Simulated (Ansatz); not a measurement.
Steps of a relaxation of CH₆BCl₂N, SMILES `C[B-]([NH3+])(Cl)Cl` with RKS PBE-D4/def2-SVP.

```sh
$ ansatz run in.yaml --threads 4 --pin off --events-out ev --progress --plain --max-ram 10444MiB
```

```yaml
crystal:
  periodic: [false, false, false]
  atoms:
    - {symbol: C, position_ang: [-1.145700, 0.201500, 0.571800]}
    - {symbol: B, position_ang: [0.061100, 0.364400, -0.430600]}
    - {symbol: N, position_ang: [1.086800, -0.697100, -0.096700]}
    - {symbol: Cl, position_ang: [-0.432500, 0.142500, -2.186200]}
    - {symbol: Cl, position_ang: [0.815400, 2.053600, -0.285900]}
    - {symbol: H, position_ang: [-1.950700, 1.033500, 0.303100]}
    - {symbol: H, position_ang: [-0.839900, 0.398200, 1.614100]}
    - {symbol: H, position_ang: [-1.617900, -0.741200, 0.458000]}
    - {symbol: H, position_ang: [1.937600, -0.594200, -0.690200]}
    - {symbol: H, position_ang: [1.454000, -0.564600, 0.922700]}
    - {symbol: H, position_ang: [0.697100, -1.653800, -0.159600]}
basis:
  gaussian: {orbitals: def2-SVP}
hamiltonian: {xc: pbe, dispersion: d4}
relax: {f_tol: 0.03, max_steps: 200}
```

Positions (Å) and forces (eV/Å) along the path, 6 of 6 steps:

```xyz
11
step=1 energy=-28324.6730 eV
C    -1.146    0.202    0.572   -1.096    3.044   -0.354
B     0.061    0.364   -0.431   -1.627    1.772   -0.358
N     1.087   -0.697   -0.097    2.789   -0.717    2.043
Cl   -0.432    0.142   -2.186   -0.089   -0.544   -0.647
Cl    0.815    2.054   -0.286    0.636    0.131    0.321
H    -1.951    1.034    0.303    1.312   -1.487    0.522
H    -0.840    0.398    1.614   -0.075   -0.125    0.289
H    -1.618   -0.741    0.458   -0.938   -1.621    0.075
H     1.938   -0.594   -0.690   -0.287   -0.320   -0.015
H     1.454   -0.565    0.923   -0.761   -0.224   -1.699
H     0.697   -1.654   -0.160    0.137    0.091   -0.178
11
step=2 energy=-28325.0655 eV
C    -1.203    0.228    0.579   -0.286    1.018   -0.208
B     0.025    0.396   -0.432   -0.626    0.741   -0.159
N     1.123   -0.667   -0.112    1.265   -0.760    1.094
Cl   -0.411    0.030   -2.204   -0.068    0.047   -0.171
Cl    0.954    2.013   -0.222   -0.064    0.032   -0.043
H    -1.976    1.015    0.340    0.391   -0.426    0.111
H    -0.913    0.407    1.635    0.008   -0.098    0.087
H    -1.710   -0.740    0.485   -0.182   -0.433    0.036
H     1.950   -0.569   -0.731   -0.235   -0.057   -0.025
H     1.477   -0.543    0.870   -0.257   -0.044   -0.591
H     0.750   -1.628   -0.187    0.053   -0.020   -0.130
11
step=3 energy=-28325.1270 eV
C    -1.221    0.256    0.576    0.003   -0.092    0.055
B     0.016    0.406   -0.423   -0.246    0.351   -0.135
N     1.147   -0.685   -0.092    0.223   -0.328    0.161
Cl   -0.399    0.027   -2.202   -0.043    0.023   -0.070
Cl    0.947    2.014   -0.228   -0.009    0.067   -0.016
H    -1.989    1.019    0.338    0.013   -0.002   -0.002
H    -0.933    0.409    1.639   -0.005    0.020   -0.007
H    -1.718   -0.735    0.495   -0.004    0.019   -0.011
H     1.936   -0.565   -0.747    0.022    0.001   -0.015
H     1.503   -0.563    0.868    0.026   -0.029    0.024
H     0.777   -1.642   -0.204    0.019   -0.031    0.016
11
step=4 energy=-28325.1312 eV
C    -1.211    0.244    0.579   -0.042    0.244   -0.131
B     0.014    0.436   -0.438   -0.193   -0.216    0.170
N     1.144   -0.694   -0.081    0.201   -0.007   -0.084
Cl   -0.410    0.049   -2.213    0.018    0.030    0.013
Cl    0.941    2.034   -0.242    0.000    0.031   -0.002
H    -1.981    1.004    0.339   -0.068    0.008    0.026
H    -0.928    0.416    1.640    0.015   -0.066   -0.015
H    -1.711   -0.745    0.487    0.065    0.000    0.025
H     1.931   -0.578   -0.738    0.062   -0.049    0.001
H     1.506   -0.573    0.878   -0.036   -0.003   -0.016
H     0.771   -1.650   -0.191   -0.022    0.028    0.012
11
step=5 energy=-28325.1370 eV
C    -1.221    0.258    0.574    0.000   -0.012    0.011
B     0.006    0.430   -0.435    0.024    0.008   -0.023
N     1.157   -0.698   -0.087    0.001   -0.019    0.019
Cl   -0.415    0.056   -2.213    0.009   -0.012    0.009
Cl    0.929    2.037   -0.243    0.007   -0.015    0.007
H    -2.001    1.013    0.347    0.029   -0.012   -0.008
H    -0.928    0.414    1.635    0.000   -0.002   -0.002
H    -1.709   -0.738    0.490    0.002    0.002    0.001
H     1.956   -0.597   -0.734   -0.048    0.036   -0.005
H     1.510   -0.579    0.876   -0.012    0.013   -0.004
H     0.781   -1.653   -0.191   -0.012    0.013   -0.005
11
step=6 energy=-28325.1377 eV
C    -1.219    0.256    0.575   -0.003    0.005   -0.003
B     0.007    0.429   -0.435    0.009   -0.011    0.005
N     1.154   -0.697   -0.086   -0.003   -0.003    0.005
Cl   -0.409    0.051   -2.212   -0.003    0.001    0.000
Cl    0.935    2.033   -0.241   -0.003    0.002    0.001
H    -1.997    1.012    0.345   -0.003    0.000    0.002
H    -0.926    0.412    1.636    0.000    0.000   -0.004
H    -1.707   -0.739    0.491    0.002    0.003   -0.001
H     1.947   -0.588   -0.737   -0.002    0.002   -0.001
H     1.506   -0.575    0.877    0.001   -0.002   -0.004
H     0.776   -1.651   -0.192    0.004    0.003    0.000
```

Hardware: 4 threads of an Arm Neoverse V2 on a shared host. Wall time 7 s, peak host memory 0.16 GiB.
